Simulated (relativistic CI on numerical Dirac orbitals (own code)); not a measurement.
# Energy levels of Re⁶⁸⁺

Computed by Dirac-Coulomb-Breit CI, KLI orbitals optimised for each configuration, QED by a radiative potential, unscaled Slater integrals (own radial code, finite nucleus).

Configuration list (outside the closed core 1s2): 2s²2p³, 2s2p⁴, 2p⁵, 2p⁴3s, 2p⁴3p, 2s²2p²3s, 2p⁴3d, 2s²2p²3p, 2s²2p²3d, 2s2p³3s, 2s2p³3p, 2s2p³3d, 2s²2p²4s, 2s²2p²4p, 2s²2p²4d, 2s²2p²4f. Levels of other configurations are missing.

The lowest level is 2s²2p³ ²P°3/2, with 49 % of that term; Hund's rules for 2s²2p³ give ⁴S° with J = 3/2, of which the calculation keeps J, while another term leads.

```
No.      Configuration  Term    J   E (Ry)    %  Lifetime (s)
  1             2s²2p³   ²P°  3/2    0.000   49              
  2             2s²2p³   ⁴S°  3/2  108.669   55      3.35e-11
  3             2s²2p³   ²D°  5/2  110.385  100      1.95e-10
  4             2s²2p³   ²P°  1/2  114.357  100      6.03e-11
  5          2s2p⁴(3P)    ⁴P  5/2  134.739   70      2.94e-13
  6          2s2p⁴(1S)    ²S  1/2  142.760   65      8.06e-14
  7          2s2p⁴(3P)    ²P  3/2  142.866   52      4.34e-14
  8             2s²2p³   ²P°  3/2  223.285   51      9.39e-12
  9          2s2p⁴(3P)    ⁴P  3/2  245.508   85      8.93e-14
 10          2s2p⁴(1D)    ²D  5/2  248.591   70      8.91e-14
 11          2s2p⁴(3P)    ²P  1/2  253.548   65      3.56e-14
 12          2s2p⁴(1D)    ²D  3/2  254.147   55      3.60e-14
 13                2p⁵   ²P°  3/2  282.984   99      2.97e-14
 14          2s2p⁴(3P)    ⁴P  1/2  363.624   40      4.20e-14
 15                2p⁵   ²P°  1/2  393.931  100      2.20e-14
 16          2p²(3P)3s    ⁴P  1/2  664.959   46      4.07e-15
 17          2p²(1S)3p   ²P°  1/2  672.856   47      3.11e-13
 18          2p²(1S)3p   ²P°  3/2  706.113   35      2.78e-13
 19          2p²(1S)3d    ²D  3/2  712.821   43      3.61e-15
 20          2p²(1S)3d    ²D  5/2  722.004   36      6.46e-16
 21          2p²(3P)3s    ⁴P  3/2  774.817   88      6.28e-15
 22          2p²(3P)3s    ²P  1/2  775.605   67      2.89e-15
 23          2p²(1D)3s    ²D  5/2  776.280   65      5.64e-15
 24          2p²(1D)3s    ²D  3/2  776.804   64      3.07e-15
 25          2p²(3P)3p   ⁴P°  1/2  782.619   49      4.78e-13
 26          2p²(3P)3p   ⁴D°  3/2  783.082   55      4.19e-13
 27          2p²(1D)3p   ²F°  5/2  784.069   50      3.21e-13
 28          2p²(1D)3p   ²P°  3/2  787.308   43      1.81e-13
 29  2s2p³(2P°)<3P°>3s   ⁴P°  5/2  797.709   48      8.10e-15
 30  2s2p³(2P°)<3P°>3s   ²P°  3/2  799.970   35      3.43e-15
```

Energies count from the lowest computed level; ° marks odd parity; lifetimes are radiative, by E1, M1, E2, M2 decay to levels of this space only. Percentages are summed over parent terms; the parents shown are those of the largest component, closed shells are left out there, and <> holds an intermediate term.

The mean weight of the leading LS term, summed over parents, in these 30 levels is 61 %, and that of the leading jj configuration (from the same eigenvectors) 100 %, so jj coupling describes them better and the LS labels are nominal.

At this charge energies of transitions that change n are usually good to better than 1 %, and those within a shell (Δn = 0) to a few per cent.

LS names give the leading component of a level, which can be under half, so a name can repeat, a term be missing and a line seem to break the LS rules.
